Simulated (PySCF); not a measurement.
C6H13NOSi.
Atom-mapped SMILES: `[CH3:1]/[N:2]=[CH:3]/[C@@H:4]1[CH2:5][O:6][CH2:7][CH2:8][SiH2:9]1` (hydrogens: H10, H11, H12 on C1; H13 on C3; H14 on C4; H15, H16 on C5; H17, H18 on C7; H19, H20 on C8; H21, H22 on Si9)

Geometry (PBE0-D3(BJ)/def2-SVP, Å), atoms numbered from 1 in this order:
```
atom  x, y, z in Å
C1     3.2482   -0.8279    0.3491
N2     1.8930   -0.6689    0.7890
C3     0.9849   -1.3330    0.2083
C4    -0.4575   -1.2162    0.5571
C5    -1.1453   -2.5861    0.6830
O6    -2.5118   -2.5115    0.9757
C7    -3.3326   -2.0907   -0.0822
C8    -3.2058   -0.5962   -0.3838
Si9   -1.4007   -0.1759   -0.7292
H10    3.3760   -1.5625   -0.4723
H11    3.6442    0.1444    0.0115
H12    3.8795   -1.1373    1.1983
H13    1.2278   -2.0326   -0.6251
H14   -0.5366   -0.6794    1.5172
H15   -0.9821   -3.1729   -0.2473
H16   -0.6856   -3.1555    1.5066
H17   -3.1087   -2.6830   -0.9949
H18   -4.3630   -2.3387    0.2167
H19   -3.8596   -0.3166   -1.2258
H20   -3.5413   -0.0203    0.4951
H21   -1.0906    1.2778   -0.5934
H22   -1.0152   -0.6312   -2.1047
```

Theory: TDDFT CAM-B3LYP/def2-SVPD, vertical, gas phase, core orbitals frozen in the response (PySCF).

Transition dipole moments from the ground state, in atomic units and in the frame of the coordinates above (overall signs are arbitrary), for the states with f of 0.002 or more among the lowest 8:

```csv
state,E (eV),μx,μy,μz
S2,6.682,-1.423,-0.192,-0.233
S3,7.248,-0.180,0.198,0.125
S4,7.302,-0.133,0.001,-0.158
S5,7.356,-0.337,-0.110,-0.136
S6,7.530,0.097,-0.029,0.134
S7,7.621,-0.138,-0.054,0.103
S8,7.860,-0.055,0.038,-0.120
```

Q: Work out the oscillator strengths.

A: f = (2/3) ΔE |μ|² with ΔE in hartree (27.2114 eV).

```csv
state,|μ|² (au),|μ| (D),f
S2,2.116,3.70,0.346
S3,0.087,0.75,0.015
S4,0.043,0.52,0.008
S5,0.144,0.96,0.026
S6,0.028,0.43,0.005
S7,0.032,0.46,0.006
S8,0.019,0.35,0.004
```

Q: What angle do the transition dipoles of S2 and S5 make?

A: |cos θ| = |μa·μb| / (|μa| |μb|) = 0.96, so θ ≈ 15° (taken between 0 and 90°, since the signs are arbitrary).

Q: What peak molar absorption coefficient would the strongest computed level give as a lone Gaussian band 0.3 eV wide at half height?

A: ε(max) = 2.175×10⁸ f / FWHM, with the width in cm⁻¹. S2: 2.175×10⁸ × 0.3464 / 2420 ≈ 31000 L mol⁻¹ cm⁻¹.

The vertical ionisation energy (ΔSCF) is 9.23 eV, 1.37 eV above S8.

On one thread of an Arm Neoverse V2 (shared host), this took 8.2 min and 1.6 GiB of memory at its peak.

One conformer stands for the species.
